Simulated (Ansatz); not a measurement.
`N[SiH2]NCO` → `[CH2]O`• + `[NH][SiH2]N`•  (homolysis of the C–N bond)

Calculated with Ansatz (gas phase, PBE0-D4/def2-TZVP geometries, no zero-point term in ΔE). CCSD(T)/CBS adds triple-zeta CCSD(T) − MP2 to the extrapolated MP2 energy (def2 sets, frozen cores). This one scheme is used for every species. Functionals use def2-TZVPP. Open shells (•) are unrestricted, without spin–orbit coupling. Each species was taken in one conformer, which may not be the lowest.

```csv
level,ΔE (kJ/mol)
PBE-D4,400.6
PBE0-D4,400.7
ωB97M-V,410.3
r2SCAN,375.9
HF/def2-TZVPP,272.9
MP2/def2-TZVPP,438.8
HF/CBS(def2),272.3
CCSD/CBS(def2),405.7
```

Q: What does CCSD(T)/CBS give? (Estimate.)

A: Ansatz gave: +417.0 kJ/mol. The listed levels differ from it by -16.4, -16.3, -6.7, -41.1, -144.1, 21.8, -144.7, -11.3 kJ/mol.

Largest T1 diagnostic among the species: 0.016.

In def2-TZVPP, CCSD(T) changes the Hartree–Fock value by +133.5 kJ/mol (the triples alone add +11.3 kJ/mol) and MP2 by +165.9 kJ/mol; breaking electron pairs costs correlation energy, which Hartree–Fock lacks. The D4 term adds +13.6 kJ/mol with B3LYP and +7.6 kJ/mol with PBE0; it sums over pairs of atoms, weighted by their polarisabilities, and B3LYP, whose exchange is more repulsive, gets the larger term.

B3LYP here is the variant with VWN-RPA as its local correlation; programs differ in this.
